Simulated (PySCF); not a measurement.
H3IO3Si, SMILES O[Si](O)(O)I.

Coordinates come from a B3LYP-D3(BJ)/def2-SVP optimisation. The def2 effective core potentials stand for the cores of I; spin–orbit coupling is left out. One conformer was computed; it need not be the lowest.

These are PBE/def2-TZVP (PySCF) values and carry that method's errors.

The molecule is in vacuum.

Question: Estimate the frontier levels, gap, dipole moment and polarisability. (The exact figures need the calculation; the answer reports its results.)

Answer: 
```
Property                                                                                                        Value
---------------------------------------------------------------------------------------------  ----------------------
highest occupied level                                                                                       -6.55 eV
lowest empty level                                                                                           -1.11 eV
orbital gap                                                                                                   5.44 eV
dipole moment                                                                                                  0.38 D
quadrupole, principal values (traceless, Buckingham form, about the centre of nuclear charge)  -10.25, 5.12, 5.12 D·Å
mean static polarisability                                                                       66.7 bohr³ (9.89 Å³)
polarisability, principal values                                                               58.7, 58.7, 82.8 bohr³
```
